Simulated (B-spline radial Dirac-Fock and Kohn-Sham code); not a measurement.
# Eu³⁺: L3-M45M45 lines in intermediate coupling

System: the Eu³⁺ ion, [Xe] 4f6.

Input file task.json (cfg lists n, l and occupation; rrms is the nuclear radius in fm):

```json
{"items": [{
  "Z": 63,
  "q": 3,
  "cfg": [[1, 0, 2], [2, 0, 2], [2, 1, 6], [3, 0, 2], [3, 1, 6], [3, 2, 10], [4, 0, 2], [4, 1, 6], [4, 2, 10], [4, 3, 6], [5, 0, 2], [5, 1, 6]],
  "A": 153,
  "rrms": 5.1115,
  "do": ["binding", "quiet", "double"]
}]}
```

Command: `python xray_run.py task.json out`

Level of theory: Dirac-Fock energy differences between relaxed states, corrected for Breit and QED terms; a B-spline atomic structure program. The two-hole levels come from diagonalising the Coulomb interaction among the jj configurations; intensities are independent-particle Coulomb rates. Kinetic energies are from the vacuum level. Electron correlation is not included. Open outer shells are spectators and are not coupled to the holes.

| kinetic energy (eV) | J | leading jj holes (weight) | leading LS term (weight) |
| --- | --- | --- | --- |
| 4535.9 | 0 | M4M4 (0.95) | ¹S0 (0.62) |
| 4555.9 | 2 | M4M4 (0.97) | ³F2 (0.52) |
| 4576.0 | 4 | M4M5 (0.98) | ¹G4 (0.90) |
| 4577.4 | 1 | M4M5 (1.00) | ³P1 (1.00) |
| 4581.2 | 2 | M4M5 (0.97) | ³P2 (0.52) |
| 4588.5 | 3 | M4M5 (1.00) | ³F3 (1.00) |
| 4593.8 | 0 | M5M5 (0.95) | ³P0 (0.62) |
| 4607.9 | 2 | M5M5 (0.99) | ¹D2 (0.50) |
| 4615.0 | 4 | M5M5 (0.98) | ³F4 (0.90) |

The intensity is shared as follows: 4576.0 eV 51.1 %, 4615.0 eV 21.6 %, 4607.9 eV 8.8 %, 4588.5 eV 7.7 %, 4581.2 eV 5.3 %, 4555.9 eV 2.9 %, 4593.8 eV 1.3 %, 4535.9 eV 0.8 %, 4577.4 eV 0.6 %.

The strongest line, by its leading LS label ¹G4, lies at 4576.0 eV. The mean weight of the leading component is 0.98 in jj and 0.73 in LS coupling, so jj labels describe these levels better.

Values without a named source are computed, but for edge energies of neutral atoms, which are taken from tables.
